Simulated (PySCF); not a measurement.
# Telling isomers of C$_{7}$H$_{8}$N$_{2}$O apart by NMR

Relativity neglected, single conformer, fast rotation and ring inversion assumed for equivalent nuclei, gas phase. NMR shieldings at PBE0/pcSseg-1/GIAO; geometry: GFN2-xTB; PySCF.

Shifts are taken against calculated references (same method and geometry level): ¹H and ¹³C vs TMS. Where no couplings were computed, multiplicities follow the n + 1 count of equivalent neighbours, and m marks all less simple cases (inequivalent or close neighbours, rings, F or P nearby). Shifts are as computed. Against solution values, carbons near 30 ppm lie about +3 ppm off and those near 130 ppm about +5 ppm. Of 1211 compounds with measured shifts, 218 miss one by over three times the rms of a fit or turn the order of signals round; such compounds aren't used in these exercises.

(1) Tabulate the signals of `CC(=O)c1ccc(C)nn1`, `CC(=O)/N=C(C)/C=C\C#N`, `CC(=O)c1cc(C)cnn1`, `C=Cc1nnc(C2CC2)o1` and their relative energies.

(2) What is the quickest way to tell CC(=O)/N=C(C)/C=C\C#N from CC(=O)c1cc(C)cnn1?

(3) What is the quickest way to tell CC(=O)/N=C(C)/C=C\C#N from C=Cc1nnc(C2CC2)o1?

(4) What is the quickest way to tell CC(=O)c1ccc(C)nn1 from CC(=O)/N=C(C)/C=C\C#N?

Results:

(1) 
```json
{"SMILES": "CC(=O)c1ccc(C)nn1", "carbon types": "3×C 2×CH 2×CH3", "δC": "205.1, 165.5, 158.1, 130.5, 129.9, 30.1, 25.5", "δH": "8.33 (d, 1H), 7.58 (d, 1H), 3.10 (s, 3H), 3.04 (s, 3H)", "E rel. (kcal/mol)": "0.0"}
{"SMILES": "CC(=O)/N=C(C)/C=C\\C#N", "carbon types": "3×C 2×CH 2×CH3", "δC": "179.3, 156.2, 152.9, 122.5, 113.9, 29.1, 24.5", "δH": "6.86 (d, 1H), 5.65 (d, 1H), 2.35 (s, 3H), 2.11 (s, 3H)", "E rel. (kcal/mol)": "13.8"}
{"SMILES": "CC(=O)c1cc(C)cnn1", "carbon types": "3×C 2×CH 2×CH3", "δC": "205.6, 158.4, 158.0, 142.1, 130.0, 30.3, 20.6", "δH": "9.52 (s, 1H), 8.22 (s, 1H), 3.13 (s, 3H), 2.54 (s, 3H)", "E rel. (kcal/mol)": "1.2"}
{"SMILES": "C=Cc1nnc(C2CC2)o1", "carbon types": "2×C 2×CH 3×CH2", "δC": "176.8, 170.6, 130.0, 126.8, 14.3, 9.8", "δH": "7.26 (m, 1H), 6.67 (m, 1H), 5.97 (m, 1H), 1.90 (m, 1H), 1.40 (m, 2H), 1.17 (m, 2H)", "E rel. (kcal/mol)": "26.6"}
```

Energies are electronic energies at PBE0/pcSseg-1 on these geometries, without zero-point or thermal terms, each for the one conformer computed, which needn't be the lowest.

(2) Both give the same number of carbon signals, with the same numbers of each carbon type, so the positions decide. The first has an amide carbonyl carbon (C) at 179.3 ppm, the second a ketone carbonyl carbon (C) at 205.6 ppm. In the proton spectra the most deshielded non-exchanging signals are 6.86 (d, 1H) and 9.52 (s, 1H).

(3) Count the carbon signals: 7 against 6. The first has a methyl carbon α to a carbonyl (CH3) at 29.1 ppm, the second a terminal =CH2 carbon at 130.0 ppm. Their most deshielded carbons lie at 179.3 and 176.8 ppm. In the proton spectra the most deshielded non-exchanging signals are 6.86 (d, 1H) and 7.26 (m, 1H).

(4) Both give the same number of carbon signals, with the same numbers of each carbon type, so the positions decide. The first has a ketone carbonyl carbon (C) at 205.1 ppm, the second a nitrile carbon (C) at 122.5 ppm. Their most deshielded carbons lie at 205.1 and 179.3 ppm. In the proton spectra the most deshielded non-exchanging signals are 8.33 (d, 1H) and 6.86 (d, 1H).
